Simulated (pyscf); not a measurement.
PySCF, gas phase, ωB97X-D3(BJ)/def2-SVP geometries.

Problem. How much does it cost (ΔH, 298 K, ωB97M-D3(BJ)/def2-TZVP) to split H₃Si–Se–Zn–Cl at its Se–Zn bond into H₃Si–Se• + [Cl–Zn]•?

Solution. Se–Zn to H₃Si–Se• + [Cl–Zn]•: 73.8 kcal/mol. The 7 functionals that were run give +72.0 (B3LYP-D3(BJ)) to +81.3 kcal/mol (ωB97X-D3(BJ)/def2-TZVP). Other isomers of H₃Si–Se• were not searched in full and may lie lower. The term symbol of open-shell Cl–Zn was not checked; spin-orbit terms are left out. Elements up to Kr have no core potential and no relativistic terms here.
